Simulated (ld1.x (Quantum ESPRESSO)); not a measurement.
## Ranking TM semilocal potentials for fluorine (F)

All share these settings but for the change named:

| Item | Value |
| --- | --- |
| Element | fluorine |
| Generator | ld1.x (Quantum ESPRESSO) 7.5 |
| Type | norm-conserving Troullier–Martins (semilocal form) |
| Functional | PBEsol |
| Relativity | scalar-relativistic |
| Frozen core | [He] |
| Valence charge | 7 |
| Reference configuration | 2s2 2p3.5 (charge +1.5) |
| Partial waves | 2p (bound): rc 0.90 bohr; 2s (bound): rc 0.75 bohr |
| Local potential | the s channel |
| Core correction | Bessel-smoothed model core inside 0.40 bohr |

Cutoff: the first of the cutoffs (Ry, on a coarse ladder) from which the occupation-weighted sum of valence levels, in a spherical-Bessel basis at the reference potential, stays within 10 and 1 mRy of its value at 400 Ry; the density cutoff is not measured.

The base gives 180 Ry.

Of 6 variants that were run, those that failed, showed a ghost or another fault, or gave nearly equal values are left out.

A variant can come out equal or close to the base.

Question: Rank these variants from softest to hardest (loose cutoff).
A. all radii but the core radius scaled by about 0.88 (s 0.66, p 0.80 bohr)
B. all radii but the core radius scaled by about 1.25 (s 0.94, p 1.12 bohr)
C. all radii but the core radius scaled by about 1.38 (s 1.04, p 1.24 bohr)
D. all radii but the core radius scaled by about 1.14 (s 0.86, p 1.02 bohr)
E. all radii but the core radius scaled by about 0.78 (s 0.58, p 0.70 bohr)

Answer: C (100 Ry), B (120 Ry), D (140 Ry), A (200 Ry), E (230 Ry).
